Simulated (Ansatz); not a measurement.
Clusters of 3 atoms, chalcogenide: r2SCAN-D4/def2-TZVP single points in Ansatz on relaxed structures, gas phase. Each cluster is the lowest isomer that a short search found in that spin, judged at the geometry's level, and lower ones may exist. Core potentials for Hf, Mo, Nb, Pt, Te, Zr, no spin–orbit coupling. HOMO and LUMO are taken over both spins. Singlets are spin-restricted. The spins of the ions were chosen, not always searched. A dash marks a value that wasn't run or was left out as unsound. The structures are stationary points that may keep the symmetry of their start. Remarks come from the PBE and PBE0 runs and from stability tests at other levels; not every state was tested.

```
species  atoms    state             geometry  HOMO (eV)  LUMO (eV)  gap (eV)  vertical IE (eV)          lowest of the spins relaxed  point group (within 0.1 Å)                              remarks
  Nb2S⁺      3  doublet  r2SCAN-D4/def2-TZVP      -9.86      -8.76      1.10                 –          doublet, of doublet/quartet                         C2v                                    –
  Na2Te      3  singlet  r2SCAN-D4/def2-TZVP      -3.28      -1.48      1.80              5.60          singlet, of singlet/triplet                         C2v                                    –
  HfSe2      3  singlet     PBE-D4/def2-TZVP      -5.45      -4.11      1.34              7.95  singlet, of singlet/triplet/quintet                         C2v                                    –
  PtS2⁺      3  doublet  r2SCAN-D4/def2-TZVP     -11.71     -10.47      1.25                 –          doublet, of doublet/quartet                         C2v                                    –
  MoS2⁺      3  doublet     PBE-D4/def2-TZVP     -12.07     -10.65      1.42                 –          doublet, of doublet/quartet                         C2v  spin-contaminated (⟨S²⟩ up to 0.91)
  Cu2Se      3  singlet    PBE0-D4/def2-TZVP      -4.79      -3.17      1.63              7.55  singlet, of singlet/triplet/quintet                         C2v                                    –
```

(1) Estimate the rows for ZrSe2 (singlet, PBE-D4/def2-TZVP geometry); TiS2 (singlet, PBE0-D4/def2-TZVP geometry); Na2Te⁺ (doublet, r2SCAN-D4/def2-TZVP geometry).

(1) 
```json
{"species": "ZrSe2", "atoms": "3", "state": "singlet", "geometry": "PBE-D4/def2-TZVP", "HOMO (eV)": "-5.38", "LUMO (eV)": "-3.85", "gap (eV)": "1.53", "vertical IE (eV)": "7.88", "lowest of the spins relaxed": "singlet, of singlet/triplet/quintet", "point group (within 0.1 Å)": "C2v", "remarks": "–"}
{"species": "TiS2", "atoms": "3", "state": "singlet", "geometry": "PBE0-D4/def2-TZVP", "HOMO (eV)": "-5.82", "LUMO (eV)": "-4.00", "gap (eV)": "1.82", "vertical IE (eV)": "8.59", "lowest of the spins relaxed": "singlet, of singlet/triplet/quintet", "point group (within 0.1 Å)": "C2v", "remarks": "spin-contaminated (⟨S²⟩ up to 0.85) (+1 doublet)"}
{"species": "Na2Te⁺", "atoms": "3", "state": "doublet", "geometry": "r2SCAN-D4/def2-TZVP", "HOMO (eV)": "-8.39", "LUMO (eV)": "-7.53", "gap (eV)": "0.86", "vertical IE (eV)": "–", "lowest of the spins relaxed": "doublet, of doublet/quartet", "point group (within 0.1 Å)": "C2v", "remarks": "–"}
```

The gap (eV) runs from 0.86 (Na2Te⁺) to 1.82 (TiS2). The vertical IE (eV) runs from 5.60 (Na2Te) to 8.59 (TiS2).
